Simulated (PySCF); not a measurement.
C6H5ClO2S.
Numbering: `[O:1]=[S:2](=[O:3])([Cl:4])[c:5]1[cH:6][cH:7][cH:8][cH:9][cH:10]1` (hydrogens: H11 on C6; H12 on C7; H13 on C8; H14 on C9; H15 on C10)

The same species was optimised twice, with GFN2-xTB and with PBE0-D3(BJ)/def2-SVP (PySCF), and the same property calculations (PySCF, gas phase) were run on both structures.

```
     coordinate  GFN2-xTB  PBE0-D3(BJ)/def2-SVP  change
     S2–Cl4 (Å)     2.046                 2.099  +0.053
      O1=S2 (Å)     1.426                 1.447  +0.021
      S2=O3 (Å)     1.426                 1.447  +0.021
     C5–C10 (Å)     1.377                 1.393  +0.016
      C5–C6 (Å)     1.377                 1.393  +0.016
      C8–C9 (Å)     1.387                 1.396  +0.009
      C7–C8 (Å)     1.387                 1.395  +0.008
      C6–C7 (Å)     1.386                 1.392  +0.006
     C9–C10 (Å)     1.386                 1.392  +0.006
      S2–C5 (Å)     1.771                 1.767  -0.004
   O1–S2–O3 (°)     119.5                 122.5    +3.0
   O3–S2–C5 (°)     111.1                 109.5    -1.6
   O1–S2–C5 (°)     111.1                 109.7    -1.4
  C8–C9–C10 (°)     119.8                 120.1    +0.3
  C6–C5–C10 (°)     123.1                 122.7    -0.4
   C6–C7–C8 (°)     119.8                 120.1    +0.3
  Cl4–S2–C5 (°)     100.0                  99.7    -0.3
   S2–C5–C6 (°)     118.5                 118.7    +0.2
O1–S2–C5–C6 (°)        23                    21      -2
```

Rotational constants: A = 1969, B = 691.5, C = 675.5 MHz (GFN2-xTB) against A = 1906, B = 683.6, C = 667.7 MHz (PBE0-D3(BJ)/def2-SVP). Point groups within 0.08 Å: Cs and Cs. Atoms that the bonding makes alike are paired by their places after alignment.

On the GFN2-xTB structure: HOMO (eV) -8.39 [PBE0/pcSseg-1]; LUMO (eV) -2.05 [PBE0/pcSseg-1]; dipole (D) 5.26 [PBE0/pcSseg-1]; GIAO shielding of O1/O3 (mean) (ppm) 49.9 [PBE0/pcSseg-1]; GIAO shielding of S2 (ppm) 178.0 [PBE0/pcSseg-1]; GIAO shielding of Cl4 (ppm) 290.3 [PBE0/pcSseg-1]; GIAO shielding of C5 (ppm) 34.2 [PBE0/pcSseg-1]; GIAO shielding of C6/C10 (mean) (ppm) 55.5 [PBE0/pcSseg-1]; GIAO shielding of C7/C9 (mean) (ppm) 51.7 [PBE0/pcSseg-1]; GIAO shielding of C8 (ppm) 46.2 [PBE0/pcSseg-1].

**Question.** What do these properties become on the PBE0-D3(BJ)/def2-SVP structure?

**Answer.** 
| property | level | on GFN2-xTB | on PBE0-D3(BJ)/def2-SVP | change |
| --- | --- | --- | --- | --- |
| HOMO (eV) | PBE0/pcSseg-1 | -8.39 | -8.38 | +0.01 |
| LUMO (eV) | PBE0/pcSseg-1 | -2.05 | -2.30 | -0.25 |
| dipole (D) | PBE0/pcSseg-1 | 5.26 | 5.23 | -0.03 |
| energy, GFN2-xTB geometry as zero (kcal/mol) | PBE0/pcSseg-1 | 0.0 | -2.2 | -2.2 |
| GIAO shielding of O1/O3 (mean) (ppm) | PBE0/pcSseg-1 | 49.9 | 21.2 | -28.7 |
| GIAO shielding of S2 (ppm) | PBE0/pcSseg-1 | 178.0 | 153.6 | -24.4 |
| GIAO shielding of Cl4 (ppm) | PBE0/pcSseg-1 | 290.3 | 214.0 | -76.3 |
| GIAO shielding of C5 (ppm) | PBE0/pcSseg-1 | 34.2 | 31.7 | -2.5 |
| GIAO shielding of C6/C10 (mean) (ppm) | PBE0/pcSseg-1 | 55.5 | 52.0 | -3.5 |
| GIAO shielding of C7/C9 (mean) (ppm) | PBE0/pcSseg-1 | 51.7 | 49.5 | -2.2 |
| GIAO shielding of C8 (ppm) | PBE0/pcSseg-1 | 46.2 | 43.9 | -2.3 |

The heavy atoms differ by 0.028 Å rms after alignment (one structure mirrored). Among bonds between heavy atoms S2–Cl4 changes most (+0.053 Å). Changes are differences of the printed values. Neither structure is proved a minimum here.

Shape of the structure used: `[O:1]=[S:2](=[O:3])([Cl:4])[c:5]1[cH:6][cH:7][cH:8][cH:9][cH:10]1`: O1–S2–C5–C6 21°.
